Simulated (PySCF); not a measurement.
CH₃Cl₂ISi, SMILES C[Si](Cl)(Cl)I.

Geometry optimised at B3LYP-D3(BJ)/def2-SVP. The def2 effective core potentials stand for the cores of I; spin–orbit coupling is left out.

Computed with B3LYP-D3(BJ)/def2-SVP run with PySCF.

Frequencies are harmonic and unscaled.

Computed harmonic wavenumbers and intensities:
```
mode  ν (cm⁻¹)  IR (km/mol)  moving atoms (share of kinetic energy)
----  --------  -----------  --------------------------------------
1          119          0.3                  Cl 69 %, I 13 %, C 8 %
2          130          0.9                 Cl 58 %, C 16 %, I 15 %
3          174          1.1         C 35 %, I 26 %, H 20 %, Cl 19 %
4          174          0.0                                  H 99 %
5          199          1.1        Cl 33 %, C 30 %, H 25 %, Si 11 %
6          202          6.0                Cl 59 %, Si 25 %, C 11 %
7          339         43.1        Si 45 %, Cl 24 %, C 13 %, I 11 %
8          511        128.1                        Si 49 %, Cl 40 %
9          576        115.9                        Si 57 %, Cl 36 %
10         741         62.6                 Si 43 %, C 40 %, H 16 %
11         810         98.4                          H 73 %, C 20 %
12         817         66.0                  H 71 %, C 20 %, Si 9 %
13        1272         16.1                          H 78 %, C 21 %
14        1421          5.4                                  H 96 %
15        1424          2.3                                  H 96 %
16        3039          0.0                                  H 97 %
17        3141          0.1                           H 91 %, C 9 %
18        3147          0.1                          H 90 %, C 10 %
```
